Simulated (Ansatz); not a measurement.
One change: `CB(N)P` becomes `C[B](N)[GaH2]`.

Ansatz, PBE0-D4/def2-TZVP geometries, multiplicity 1. Each molecule was computed in one conformer, which needn't be the lowest.

Scalar relativity is left out up to krypton.

```
                                                                                  property  `CB(N)P`
                                                         LUMO energy (PBE/def2-TZVPP) / eV     -0.60
                                                   HOMO–LUMO gap (ωB97M-V/def2-TZVPP) / eV     10.92
                                                     LUMO energy (ωB97M-V/def2-TZVPP) / eV      1.89
                                                     HOMO–LUMO gap (B3LYP/def2-TZVPP) / eV      6.76
ideal-gas entropy at 298 K and 1 bar (rigid rotor, harmonic PBE0-D4/def2-TZVP) / J/(mol·K)       327
                                        size of the dipole moment (ωB97M-V/def2-TZVPP) / D      2.28
```

Task: Give the same properties after the change, and the shifts. (Estimate.)

Result: Ansatz gave: 
```tsv
property	`C[B](N)[GaH2]`	shift
LUMO energy (PBE/def2-TZVPP) / eV	-2.59	-1.99
HOMO–LUMO gap (ωB97M-V/def2-TZVPP) / eV	8.93	-1.99
LUMO energy (ωB97M-V/def2-TZVPP) / eV	-0.03	-1.92
HOMO–LUMO gap (B3LYP/def2-TZVPP) / eV	4.64	-2.12
ideal-gas entropy at 298 K and 1 bar (rigid rotor, harmonic PBE0-D4/def2-TZVP) / J/(mol·K)	350	23
size of the dipole moment (ωB97M-V/def2-TZVPP) / D	2.51	0.23
```

With PBE0 the HOMO rises by 0.05 eV and the LUMO falls by 2.11 eV, so the gap narrows by about 2.16 eV. PBE moves the HOMO by 0.04 eV and ωB97M-V by 0.07 eV. Dipoles are sizes alone; their direction can turn.

B3LYP here is the variant with VWN-RPA as its local correlation; programs differ in this.
